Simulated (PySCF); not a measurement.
C7H18Si.
Structure used (PBE0-D3(BJ)/def2-SVP), in Å, numbered top down from 1:
```xyz
26
C7H18Si angstrom
C      4.009   -0.043    0.413
C      2.807    0.856    0.169
C      1.480    0.097    0.134
Si    -0.029    1.186   -0.181
C     -1.663    0.200   -0.227
C     -1.883   -0.492    1.120
C     -1.600   -0.843   -1.346
C     -2.808    1.180   -0.498
H      4.950    0.530    0.429
H      3.922   -0.571    1.376
H      4.098   -0.809   -0.374
H      2.944    1.402   -0.781
H      2.765    1.634    0.952
H      1.515   -0.683   -0.647
H      1.329   -0.441    1.088
H     -0.122    2.228    0.895
H      0.141    1.900   -1.491
H     -1.086   -1.219    1.346
H     -1.923    0.231    1.951
H     -2.839   -1.045    1.118
H     -1.430   -0.379   -2.331
H     -0.799   -1.581   -1.178
H     -2.552   -1.402   -1.406
H     -2.881    1.951    0.286
H     -2.686    1.696   -1.464
H     -3.775    0.646   -0.528
```

Computed with PySCF at PBE0/pcSseg-1, non-relativistic, on one gas-phase PBE0-D3(BJ)/def2-SVP geometry that isn't relaxed in the solvent. The solvent is an IEF-PCM continuum (Bondi radii, 1.10 Å for H, scaled by 1.2). The model holds no explicit solvent molecules, cavitation or dispersion.

```
run  E − E(gas) (kcal/mol)  HOMO (eV)  HOMO–LUMO gap (eV)  dipole (D)
gas                   0.00      -7.63                8.75        0.70
  P                  -0.82      -7.53                8.76        0.92
  Q                  -0.51      -7.56                8.76        0.83
```

Problem. The runs were made in benzene and chloroform. Which run belongs to which solvent?

Solution. P = chloroform, Q = benzene. The dielectric constants are 2.271 (benzene), 4.711 (chloroform), and the energy falls further as ε rises. In this model the ground state sees the solvent through ε alone.

Problem. How constant is the ratio of the lowering to (ε − 1)/(2ε + 1)?

Solution. 
```tsv
solvent	(ε − 1)/(2ε + 1)	E − E(gas) (kcal/mol)	ratio (kcal/mol)	polarisation term (kcal/mol)
benzene	0.229	-0.51	-2.2	-0.53
chloroform	0.356	-0.82	-2.3	-0.87
```

The ratio changes by +2.7 % in size from benzene to chloroform. The polarisation term is half the interaction of the solute with the induced surface charges.

Time: 51 s; peak memory 1.4 GiB. Hardware: one thread of an Arm Neoverse V2, no GPU, on a shared host. This is the whole shielding run at PBE0/pcSseg-1 in chloroform, SCF included.
